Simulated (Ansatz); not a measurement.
`FC(F)CBr` at its PBE0-D4/def2-TZVP geometry, where that method's forces vanish. The species carries charge 0 and has multiplicity 1.

```csv
atom,x (Å),y (Å),z (Å)
F1,0.389,1.565,0.652
C2,-0.220,0.359,0.652
F3,-1.551,0.566,0.546
C4,0.288,-0.510,-0.467
Br5,-0.016,0.263,-2.207
H6,-0.028,-0.117,1.622
H7,1.360,-0.656,-0.356
H8,-0.222,-1.471,-0.442
```

(1) For each bond, give half the difference of the two atoms' forces along it (eV/Å; positive pushes the atoms apart) under PBE-D4, r2SCAN-D4, B3LYP-D4, ωB97M-V in def2-TZVPP. (Estimate.)

Results:

(1) Computed: 
| bond | length (Å) | PBE-D4 | r2SCAN-D4 | B3LYP-D4 | ωB97M-V |
| --- | --- | --- | --- | --- | --- |
| F1–C2 | 1.351 | 0.56 | 0.28 | 0.35 | 0.23 |
| C2–F3 | 1.351 | 0.56 | 0.28 | 0.35 | 0.23 |
| C2–C4 | 1.505 | -0.14 | -0.07 | -0.02 | 0.06 |
| C2–H6 | 1.098 | 0.02 | -0.10 | -0.24 | -0.24 |
| C4–Br5 | 1.928 | 0.26 | 0.22 | 0.39 | 0.03 |
| C4–H7 | 1.088 | 0.08 | -0.07 | -0.14 | -0.10 |
| C4–H8 | 1.088 | 0.08 | -0.07 | -0.14 | -0.10 |

B3LYP here is the variant with VWN-RPA as its local correlation; programs differ in this.
